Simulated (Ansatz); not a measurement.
BrCl, triplet, at a GFN2-xTB geometry (a higher spin typed on purpose: for a closed-shell molecule this is an excited state); CAM-B3LYP/6-31G* run with Ansatz (a first-principles code).

Input for Ansatz:
Ansatz 0.2 input:
```yaml
crystal:
  periodic: [false, false, false]
  atoms:
    - {symbol: Cl, position_ang: [-0.00000000, -0.00000000, -1.77742018]}
    - {symbol: Br, position_ang: [0.00000000, 0.00000000, 0.86331837]}
basis:
  gaussian:
    orbitals: 6-31G*
hamiltonian:
  xc: cam_b3lyp
magnetization: {spin_polarized: true, initial_magnetization: 2}
accuracy: high
```

Q: Predict the main parts of the log of this Ansatz run.

A: 
```
Functional definition: CAM-B3LYP
842 factors; integrals over basis functions are off by at most 3.8e-9 eV
202 factors; integrals over basis functions are off by at most 1.9e-9 eV
mean field evaluation 1: about -82561.1353 eV, gradient 8.9e0 eV
mean field evaluation 2: about -82560.1891 eV, gradient 1.6e1 eV
mean field evaluation 4: about -82561.6195 eV, gradient 3.1e-1 eV
mean field evaluation 8: about -82561.6365 eV, gradient 1.1e-1 eV
mean field evaluation 16: about -82561.6436 eV, gradient 3.2e-3 eV
mean field evaluation 32: about -82561.6146 eV, gradient 3.6e-1 eV
mean field -82561.64357705 eV, -3034.0844391645 hartree, gradient 7.3e-8 eV, S^2 2.005471; 4 other end points of the search recorded, 0 dependent functions left out
reference -82561.64359138 eV, -3034.0844396913 hartree; 27, 25 occupied and 27, 29 virtual orbitals, 842 factors
Total energy: -82561.64359138 eV, -3034.0844396913 hartree
```
